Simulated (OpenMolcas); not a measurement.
Levels of As3+ by method

```json
{
 "Program": "OpenMolcas",
 "Basis": "ANO-RCC-VTZP [6s5p3d1f]",
 "Scalar Hamiltonian": "DKH2, point nucleus",
 "Active space": "2 electrons in 9 orbitals (RAS2 4s 4p; RAS3 4d, at most 2 electrons)",
 "State averaging": "2S+1 = 3 even, 3 roots; 2S+1 = 1 even, 7 roots; 2S+1 = 3 odd, 3 roots; 2S+1 = 1 odd, 3 roots",
 "Spin-orbit coupling": "RASSI with atomic mean-field integrals over the reference wave functions, term energies averaged over their components"
}
```

Methods on the same reference wave functions:
A. RASSCF
B. SS-RASPT2, IPEA 0.25 Eh, imaginary shift 0.1 Eh (closed shells correlated: 3d)
C. MS-RASPT2, IPEA 0.25 Eh, imaginary shift 0.1 Eh (closed shells correlated: 3d)
D. XMS-RASPT2, IPEA 0.25 Eh, imaginary shift 0.1 Eh (closed shells correlated: 3d)

Energies in cm-1 above 4s2 1S0, the measured ground level; measured values from Moore, Atomic Energy Levels, vol. II, NSRDS-NBS 35 (1971 reprint of NBS Circular 467, 1952).

```tsv
Level	A	B	C	D	Measured
4s2 1S0	0.0	0.0	0.0	0.0	0.0
4s 4p 3P* 0	71557	72980	73000	73110	
4s 4p 3P* 1	72579	74000	74020	74130	76962
4s 4p 3P* 2	74773	76190	76220	76330	79492
4s 4p 1P* 1	112739	112720	112740	112790	112022
4p2 1D2	173474	175540	175570	175660	
4p2 3P0	176165	177810	177840	177940	
4p2 3P1	177430	179100	179130	179220	181468
4p2 3P2	179774	181460	181490	181580	184394
```

Deviations, from unrounded energies. A percentage is the sum of absolute deviations over the sum of measured energies, with the sign that they share, or ± where signs differ.

```json
{"Against measurement": "mean absolute deviation (cm-1)", "Levels": "5", "A": "3700", "B": "2500", "C": "2400", "D": "2400"}
{"Against measurement": "other configurations (%)", "Levels": "5", "A": "±2.9", "B": "±1.9", "C": "±1.9", "D": "±1.9"}
```

B, C, D lie about equally close to measurement and A furthest from it. The largest miss of D in the table is 4s 4p 3P* 2, by -3200 cm-1. The ranking rests on the paired levels alone, and a cruder setting can come out closer through cancelling errors.

Among B to D the level of the table that moves most is 4s 4p 3P* 0, by 130 cm-1 (lowest in B, highest in D). Moves below CASPT2's spread within the term are not significant.

The lowest spin-free term lies below A's lowest term by 0.045 hartree in B, 0.045 hartree in C, 0.046 hartree in D.

Term energies are means over components that CASPT2 splits; among the terms shown or strongly mixed into the levels shown the widest spread is 19 cm-1 (4p2 1D, D). Active for correlation alone: 4d; no level in the range computed is led by a configuration that fills it, so any true level of that kind is missing. Some terms mix strongly with configurations of 4d, whose occupation reaches 0.25 (4p2 1D). Computed and measured levels are paired by configuration, term and J; levels that our copy of the source lacks, or whose pairing is in doubt (as where it misses far off the trend of its configuration), stay unpaired and out of the deviations. Levels of configurations outside the active space are missing. Levels that lie high or do not pair safely by name in every column are left out.

* marks odd parity.
